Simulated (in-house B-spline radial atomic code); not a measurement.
Cl⁻. Computed with a B-spline radial atomic code. Model: all-electron spherical atom, spin shells full or empty, radial basis limit, no spin-orbit coupling: exact exchange with a local potential (Slater, KLI or optimised effective potential, whose far tail is KLI's), no correlation.

Anion configuration assumed.

Exchange potential has not reached -1/r at the last radius.

The run also made RPA and GW results, which its time includes.

The Slater potential averages the orbital exchange potentials with the orbital densities as weights, KLI adds orbital constants, and the optimised effective potential minimises the exact-exchange energy among local potentials. So their energies lie above Hartree-Fock in the order OEP, KLI, Slater. All fall off as −1/r, unlike LDA and GGA exchange.

Command:
```bash
python run_gw.py task.json out
```
Settings (lengths in bohr, energies in hartree):
```
Z                      17
electrons              18
configuration          [Ne] 3s2 3p6
hamiltonian            nr
method                 oep
lmax                   9
spin_polarised         False
box_radius             60
intervals              77
```

Run time, properties included: 3.1 s on 1 thread of Intel(R) Xeon(R) Platinum 8488C (Sapphire Rapids) (shared host).

Given: hamiltonian non-relativistic; mean-field start exchange-only OEP.

Computed: energy above Hartree-Fock 5.2803 millihartree; virial ratio -E/T less 1 0.

```tsv
radius (bohr)	r times exchange potential (hartree bohr)
0.00294	-0.039644
0.00365	-0.04917
0.00452	-0.060805
0.00561	-0.0753
0.00696	-0.093109
0.00863	-0.11487
0.0107	-0.14136
0.0133	?
0.0165	-0.21213
0.0204	-0.25637
0.0253	-0.3077
0.0314	-0.36466
0.0389	-0.42402
0.0483	-0.48229
0.0599	-0.53119
0.0742	-0.56003
0.092	-0.55441
0.114	-0.50676
0.142	-0.46876
0.176	-0.55492
0.218	-0.72086
0.27	-0.86481
0.335	-0.96705
0.415	-1.0097
0.515	-0.96485
0.639	-0.78328
0.792	-0.56394
0.982	-0.80524
1.22	?
1.51	-1.192
1.87	-1.2803
2.32	-1.3012
2.88	-1.2643
3.57	-1.1993
4.43	-1.1331
5.49	-1.0818
6.81	-1.0485
```

Problem. What belongs in the row 0.0133?

Solution. r times exchange potential (hartree bohr): -0.17377.

Problem. What belongs in the row 1.22?

Solution. r times exchange potential (hartree bohr): -1.0479.

```json
{"occupied": "1s", "level (hartree)": "-100.56", "Hartree-Fock level (hartree)": "-104.51"}
{"occupied": "2s", "level (hartree)": "-9.1133", "Hartree-Fock level (hartree)": "-10.229"}
{"occupied": "2p", "level (hartree)": "-6.8977", "Hartree-Fock level (hartree)": "-7.6959"}
{"occupied": "3s", "level (hartree)": "?", "Hartree-Fock level (hartree)": "?"}
{"occupied": "3p", "level (hartree)": "-0.14972", "Hartree-Fock level (hartree)": "-0.1503"}
```

Problem. What belongs in the row 3s?

Solution. level (hartree): -0.5688; Hartree-Fock level (hartree): -0.73338.

The highest level, 3p, differs from Hartree-Fock by +0.016 eV and the deepest, 1s, by +107 eV: a local potential can match the highest level but can't give each shell its own exchange.
